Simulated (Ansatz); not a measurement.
`C#CCOCC` + `C[O][GeH]([F])[F]` → `C#[C][Ge]([F])([F])[O]C` + `CCOC`  (formal exchange of groups at a C–C bond)

Calculated with Ansatz (gas phase, PBE0-D4/def2-TZVP geometries, no zero-point term in ΔE). CCSD(T)/CBS adds triple-zeta CCSD(T) − MP2 to the extrapolated MP2 energy (def2 sets, frozen cores). Functionals use def2-TZVPP. B3LYP here is the variant with VWN-RPA as its local correlation; programs differ in this. HSE06 is defined as in plane-wave codes. For Ge outer-core shells are correlated without core-valence functions, which leaves a few kJ/mol of doubt a bond. Scalar relativity is left out up to krypton. Each species was taken in one conformer, which may not be the lowest.

```
             level  ΔE (kJ/mol)  difference from CCSD(T)/CBS
       LDA (SPW92)        -11.5                         23.6
         revPBE-D4        -24.6                         10.5
           BLYP-D4        -26.9                          8.2
         r2SCAN-D4        -28.8                          6.3
            B97M-V        -28.4                          6.7
           PBE0-D4        -25.7                          9.4
          B3LYP-D4        -28.4                          6.7
        r2SCANh-D4        -29.1                          6.0
        r2SCAN0-D4        -29.4                          5.7
          HSE06-D4        -25.9                          9.2
          BHLYP-D4        -32.0                          3.1
      CAM-B3LYP-D4        -27.3                          7.8
           ωB97X-V        -28.7                          6.4
           ωB97M-V        -29.5                          5.6
            B2PLYP        -33.3                          1.8
          PBE-QIDH        -32.2                          2.9
               PBE        -23.1                         12.0
            revPBE        -26.8                          8.3
              BLYP        -27.3                          7.8
            r2SCAN        -28.9                          6.2
              PBE0        -25.7                          9.4
             B3LYP        -28.3                          6.8
           r2SCANh        -29.2                          5.9
             HSE06        -25.9                          9.2
         CAM-B3LYP        -27.2                          7.9
           LC-ωPBE        -26.7                          8.4
       HF/def2-SVP        -31.1                          4.0
      MP2/def2-SVP        -30.8                          4.3
     CCSD/def2-SVP        -29.9                          5.2
  CCSD(T)/def2-SVP        -29.8                          5.3
     HF/def2-TZVPP        -37.7                         -2.6
SCS-MP2/def2-TZVPP        -40.0                         -4.9
   CCSD/def2-TZVPP        -39.4                         -4.3
CCSD(T)/def2-TZVPP        -39.4                         -4.3
     HF/def2-QZVPP        -37.0                         -1.9
    MP2/def2-QZVPP        -36.2                         -1.1
SCS-MP2/def2-QZVPP        -37.6                         -2.5
      HF/CBS(def2)        -36.9                         -1.8
     MP2/CBS(def2)        -34.7                          0.4
    CCSD/CBS(def2)        -35.1                          0.0
       CCSD(T)/CBS        -35.1                            0
```

Question: What do rigid-rotor, harmonic-oscillator terms from PBE0-D4/def2-TZVP frequencies (298.15 K, 1 bar) make of the CCSD(T)/CBS value? (Best estimate.)

Answer: Computed: ΔZPE = +3.6 kJ/mol, ΔH = -29.7 kJ/mol, ΔS = 5 J/(mol·K), ΔG = -31.2 kJ/mol.

Largest T1 diagnostic among the species: 0.013.

Leaving LDA and LC-ωPBE aside and taking each functional with its dispersion term where it has one, the values, not all of them listed here, spread over 10.3 kJ/mol, from B2PLYP to PBE-D4. LDA lies +11.6 kJ/mol from PBE without D4. At CCSD(T), def2-SVP lies +5.3 kJ/mol from the extrapolated value and def2-TZVPP −4.2 kJ/mol.
